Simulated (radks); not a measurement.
Results of a calculation; reference values are marked as such.
Cd I, configuration [Kr] 4d10 5s2.

Level of theory: non-relativistic Kohn-Sham, PBE, spin-polarised, spherical densities, point nucleus; relativity is left out, which matters for an element this heavy (a radial shooting solver on a logarithmic mesh with Libxc functionals).

Energy parts (hartree):
| part | energy |
|---|---|
| total | -5467.05158 |
| kinetic | 5464.79122 |
| electron-nucleus | -13014.99082 |
| Hartree | 2233.88139 |
| exchange-correlation | -150.73337 |

Orbitals (lengths in bohr, moments of r in powers of bohr; r(90%) holds 90 % of the orbital's charge):
orbital  occ.  eigenvalue (hartree)     <r^2>      <r^4>  r(90%)   <1/r>
1s          2             -942.5807  0.001345  4.577e-06  0.0564   47.48
2s          2             -136.9562   0.02216  0.0008349   0.211   10.82
2p          6             -127.6759   0.01673  0.0005498   0.190   10.82
3s          2             -25.41808    0.1574    0.03773   0.545   3.867
3p          6             -21.64848    0.1526    0.03722   0.545   3.785
3d         10             -14.67338    0.1330    0.03285   0.528   3.637
4s          2              -3.60126    0.9379      1.325    1.32   1.506
4p          6              -2.39505     1.087      1.867    1.44   1.391
4d         10              -0.46450     1.978      8.202    2.03   1.063
5s          2              -0.19399     10.67      196.7    4.62  0.4215

The highest occupied level is 5s at -5.279 eV. Summed over all electrons, <r^2> = 52.22 bohr^2, which gives a Langevin (diamagnetic) susceptibility term of -41.4 x 10^-6 cm^3/mol.
